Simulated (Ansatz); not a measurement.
Job for Ansatz (an electronic-structure program): U-CCSD(T)/def2-TZVPP on FIPb (SMILES [F][Pb][I]), a point of a bond scan (R = 7.651 Å). Elements past Kr take the def2 small-core potentials; no spin–orbit coupling. The run froze 19 orbitals, filled d shells among them.

Ansatz 0.2 input:
```yaml
crystal:
  periodic: [false, false, false]
  atoms:
    - {symbol: Pb, position_ang: [0.54632348, -0.46465695, 0.74031944]}
    - {symbol: F, position_ang: [1.67669223, -1.49135570, -0.64500339]}
    - {symbol: I, position_ang: [-3.97968652, 3.41472797, -4.05539480]}
basis:
  gaussian:
    orbitals: def2-TZVPP
correlation: {method: ccsd_t, electrons: outside_noble_gas}
scf: {omitted_lower_state_checks: [cluster_reference]}
magnetization: {spin_polarized: true, initial_magnetization: 0}
```

Program output:

```
WARN ansatz: RAYON_NUM_THREADS=1 ignored (pool sized by the plan → 1); use --threads N
Functional definition: HF
these checks for a lower state are left out or cut short: cluster_reference
integrals: 0.40 GiB planned
1178 factors; integrals over basis functions are off by at most 6.3e-4 eV
mean field: 0.61 GiB planned
mean field evaluation 1: about -15994.6051 eV, gradient 2.7e1 eV
mean field evaluation 2: about -15994.6055 eV, gradient 2.7e1 eV
mean field evaluation 4: about -15995.9261 eV, gradient 1.8e1 eV
mean field evaluation 8: about -15997.8727 eV, gradient 4.0e-1 eV
mean field evaluation 16: about -15997.9985 eV, gradient 2.8e-1 eV
mean field evaluation 32: about -16000.3203 eV, gradient 2.9e-5 eV
mean field evaluation 64: about -16000.3211 eV, gradient 1.0e-5 eV
mean field evaluation 96: about -16000.3203 eV, gradient 2.1e-6 eV
mean field evaluation 128: about -15999.1363 eV, gradient 9.3e0 eV
mean field evaluation 160: about -16000.3158 eV, gradient 4.1e-1 eV
mean field evaluation 192: about -16000.3167 eV, gradient 3.0e-3 eV
mean field evaluation 224: about -16000.3211 eV, gradient 1.7e-3 eV
mean field evaluation 256: about -16000.3209 eV, gradient 1.2e-2 eV
mean field evaluation 288: about -16000.2891 eV, gradient 1.8e0 eV
mean field evaluation 320: about -16000.3202 eV, gradient 1.7e-2 eV
mean field evaluation 352: about -15996.5961 eV, gradient 7.5e0 eV
mean field evaluation 384: about -15995.9276 eV, gradient 1.8e1 eV
mean field evaluation 416: about -15997.8405 eV, gradient 1.4e-5 eV
mean field evaluation 448: about -16000.3210 eV, gradient 4.0e-3 eV
mean field -16000.32109414 eV, -588.0009548024 hartree, gradient 6.6e-11 eV, S^2 1.019317; 21 other end points of the search recorded, 0 dependent functions left out
19 core orbitals not correlated, not the lowest: weight in the atoms' cores, before any rotation towards them, 0.969 or more for the frozen orbitals, at most 0.033 for the correlated occupied ones
reference -16000.32109414 eV, -588.0009548024 hartree; 9, 9 occupied and 103, 103 virtual orbitals, 1178 factors
second order -11.61754569 eV of doubles, -0.00000000 eV of singles
coupled cluster: 0.91 GiB planned
cycle   1  -11.81455778 eV  change   -2.0e-1 eV  update   1.0e-1
cycle   2  -12.11556039 eV  change   -3.0e-1 eV  update   4.1e-2
cycle   3  -12.23182615 eV  change   -1.2e-1 eV  update   2.2e-2
cycle   4  -12.23024120 eV  change    1.6e-3 eV  update   6.2e-3
cycle   5  -12.22681603 eV  change    3.4e-3 eV  update   3.2e-3
cycle   6  -12.22770557 eV  change   -8.9e-4 eV  update   1.2e-3
cycle   7  -12.22764156 eV  change    6.4e-5 eV  update   4.8e-4
cycle   8  -12.22748269 eV  change    1.6e-4 eV  update   1.5e-4
cycle   9  -12.22751057 eV  change   -2.8e-5 eV  update   6.2e-5
cycle  10  -12.22753383 eV  change   -2.3e-5 eV  update   2.3e-5
cycle  11  -12.22751372 eV  change    2.0e-5 eV  update   9.9e-6
coupled cluster: 0.92 GiB planned
perturbative correction -0.38453763 eV, -0.0141314973 hartree
Total energy: -16012.93314549 eV, -588.4644391408 hartree
Checks for a lower state left out: cluster_reference
```

The calculation finished and met its thresholds. Its determinant has ⟨S²⟩ = 1.02, a mixture of spin states.

Cost: about 3 core-minutes (a rough figure).
